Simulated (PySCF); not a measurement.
Gas-phase XPS of `C[Si](O)(O)S`, computed

Compound: CH6O2SSi.
Geometry (GFN2-xTB, Å), atoms numbered from 1 in this order:
```
atom  x, y, z in Å
C1    -1.0753   -0.7977   -0.6506
Si2    0.1706    0.3088    0.2422
O3     0.2391   -0.2141    1.7709
O4    -0.2138    1.8872    0.2837
S5     2.1219    0.1977   -0.7044
H6    -1.0609   -0.6393   -1.7247
H7    -0.8688   -1.8466   -0.4677
H8    -2.0793   -0.5939   -0.2936
H9     0.5751    0.3491    2.4647
H10   -0.1248    2.4361   -0.4901
H11    2.3215   -1.0846   -0.4563
```

Computed with delta-SCF UKS SCAN, pcX-2 on the ionised atom, pcseg-1 elsewhere, spin-free X2C (PySCF). Vertical ΔSCF values, vacuum level as zero.

**Question.** Give the core binding energies atom by atom.

**Answer.** 
| atom(s) | bonded to | level | binding energy (eV) | 2p1/2 (eV) | count |
| --- | --- | --- | --- | --- | --- |
| S5 | H and Si | S 1s | 2476.80 | – | 1 |
| Si2 | 2 O, S and C | Si 1s | 1848.02 | – | 1 |
| O3/O4 | H and Si | O 1s | 538.76 | – | 2 |
| C1 | 3 H and Si | C 1s | 290.28 | – | 1 |
| Si2 | 2 O, S and C | Si 2p3/2 | 107.87 | 108.50 | 1 |

**Question.** Express the binding energy of Si 2p3/2 of Si2 in atomic units and per mole.

**Answer.** 107.87 eV = 3.9641 Eh = 10408 kJ/mol.

Topologically equivalent atoms share the value of their first member; where this conformer doesn't relate them by symmetry, their own values could differ. Not every level is listed. For 2p shells one spin-free hole was relaxed; a mean-field spin–orbit operator and the ground-state splitting of the three 2p orbitals were then diagonalised within the shell. The shell's mean is (2 × 2p3/2 + 2p1/2)/3, and the degeneracies 2j + 1 give areas of 2:1. 2p1/2 minus 2p3/2 (ligand field included): Si 0.63 eV. Geometry: GFN2-xTB, one conformer, isolated molecule.

The run took 72 s on Arm Neoverse N1, one thread, no GPU, shared host with 64 logical CPUs at a one-minute load of 60, and the process peaked at 0.47 GiB of memory.
